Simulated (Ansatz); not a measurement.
```yaml
atoms:
  - { symbol: H, position_ang: [0.0000, 0.0000, -1.0500] }
  - { symbol: C, position_ang: [0.0000, 0.0000, 0.0000] }
  - { symbol: C, position_ang: [0.0000, 0.0000, 1.7080] }
```

Basis set: 6-31G (spherical functions). Charge 0, multiplicity 2.

Computed with Ansatz (development build ahead of 0.2.0); each method stands on the lowest determinant of its kind that the runs found.

Q: Give the atomization energy at this shape (free ground-state atoms in the same class of orbitals less the molecule, no zero-point energy) of doublet C₂H by PBE (unrestricted), PBE0 (unrestricted), UHF.

A:

| method | atomization energy |
| --- | --- |
| PBE (unrestricted) | 846.0 kJ/mol |
| PBE0 (unrestricted) | 760.6 kJ/mol |
| UHF | 459.2 kJ/mol |

Caution: the shape is not the minimum. Caution for PBE0 (unrestricted): the unrestricted determinant is spin contaminated. Caution for UHF: the unrestricted determinant is a mixture of spin states.

This basis has no polarisation functions and is too small for such energies, which can lie far from measured ones in either direction.
